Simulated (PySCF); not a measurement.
Published values to compare with (the computed states carry no symmetry labels, so the two lists aren't matched line by line):

```tsv
state	E (eV)	f	kind of transition	source
c 3Σu+ 1u	1.80		Te (adiabatic, minimum to minimum, no zero-point energy)	[1]
c 3Σu+ 0u-	1.82		Te (adiabatic, minimum to minimum, no zero-point energy)	[1]
```

[1] measured, gas; Huber, Herzberg, Constants of Diatomic Molecules, NIST Chemistry WebBook

Species: As₂.
Structure used (PBE0-D3(BJ)/def2-SVP), in Å, numbered top down from 1:
```xyz
2
As2 angstrom
As     1.0483   -0.0074   -0.0038
As    -1.0428    0.0099   -0.0245
```

Computed, not measured: TDDFT PBE0/def2-SVPD, vertical, gas phase, core orbitals frozen in the response in PySCF 2.14.0, density-fitted response routines. The PBE0/def2-SVPD calculation is non-relativistic and has no spin–orbit coupling, an omission that weighs most on arsenic.

Computed singlets: 3.02 eV (f 0.000); 3.41 eV (f 0.000 summed over 2 states); 3.86 eV (f 0.000 summed over 2 states); 5.55 eV (f 0.196); 7.02 eV (f 0.000 summed over 2 states); 7.22 eV (f 0.374 summed over 2 states). Computed triplets (Tamm–Dancoff): 2.06, 2.47, 2.47 eV.

Adiabatic (Te) and 0-0 energies refer to the relaxed excited state and aren't the vertical quantity computed here.

All these states lie below the vertical ionisation energy of 9.75 eV (ΔSCF).

Hardware: one thread, Arm Neoverse V1 (shared host). Cost: 7.0 s of wall time.
